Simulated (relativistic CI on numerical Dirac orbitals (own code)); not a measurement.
Hf³¹⁺: q coefficients and field-shift factors

Calculated at this level of theory: Dirac-Coulomb-Breit CI, separate exchange-only KLI orbitals for each configuration, derivatives by finite differences, unscaled Slater integrals, QED left out (own radial code, finite nucleus).

Configurations in the expansion (outside the closed core [Ar] 3d10): 4s²4p⁶4d⁵, 4s²4p⁵4d⁶, 4s²4p⁴4d⁷, 4s4p⁶4d⁶, 4p⁶4d⁷, 4s²4p⁶4d⁴5s, 4s4p⁵4d⁷, 4s²4p⁶4d³5s². Levels of other configurations are missing.

With x = (α/α₀)² − 1 an excitation energy changes as ω = ω₀ + qx; K = 2q/ω₀ is the relative enhancement. Terms are leading LS components, so labels can repeat. The field-shift factor is F = δν/δ⟨r²⟩ for the transition from the lowest level.

Lowest level 4s²4p⁶4d⁵ ⁴P5/2.

```csv
Level,ω₀ (cm⁻¹),q (cm⁻¹),F (GHz/fm²)
4s²4p⁶4d⁵ ⁶S5/2,85837,105700,2.84
4s²4p⁶4d⁵ ⁴G7/2,125513,105700,2.87
4s²4p⁶4d⁵ ⁴D3/2,126365,107800,2.52
4s²4p⁶4d⁵ ⁴G11/2,135313,106400,3.33
4s²4p⁶4d⁵ ⁴G9/2,146201,111500,3.23
4s²4p⁶4d⁵ ⁴D5/2,151172,119900,3.06
4s²4p⁶4d⁵ ⁴P1/2,154838,125300,2.85
4s²4p⁶4d⁵ ²F7/2,169145,110300,2.71
4s²4p⁶4d⁵ ²D3/2,204790,134500,3.85
4s²4p⁶4d⁵ ²D5/2,207650,210300,5.26
4s²4p⁶4d⁵ ⁴D7/2,231590,223600,5.51
4s²4p⁶4d⁵ ²I11/2,239954,221800,6.18
4s²4p⁶4d⁵ ⁴G9/2,243589,220300,5.69
4s²4p⁶4d⁵ ⁴D1/2,247190,230600,5.5
4s²4p⁶4d⁵ ⁴P3/2,251633,229400,5.76
4s²4p⁶4d⁵ ²I13/2,259762,223200,6.49
4s²4p⁶4d⁵ ²F5/2,259859,224900,5.54
4s²4p⁶4d⁵ ²H9/2,278357,225700,6.22
4s²4p⁶4d⁵ ²G7/2,286314,225600,5.63
4s²4p⁶4d⁵ ⁴F5/2,286799,226900,6.06
4s²4p⁶4d⁵ ²D3/2,294183,218000,4.51
4s²4p⁶4d⁵ ²S1/2,306205,225600,5.29
4s²4p⁶4d⁵ ²G7/2,308911,229900,6.23
```

At this charge energies of transitions that change n are usually good to better than 1 %, and those within a shell (Δn = 0) to a few per cent. Terms inside the open d or f shell come out 10 to 20 % too wide with unscaled integrals.

Which transition from the lowest level has the largest |K|?

4s²4p⁶4d⁵ ⁶S5/2 at 85837 cm⁻¹, K = 2.46.
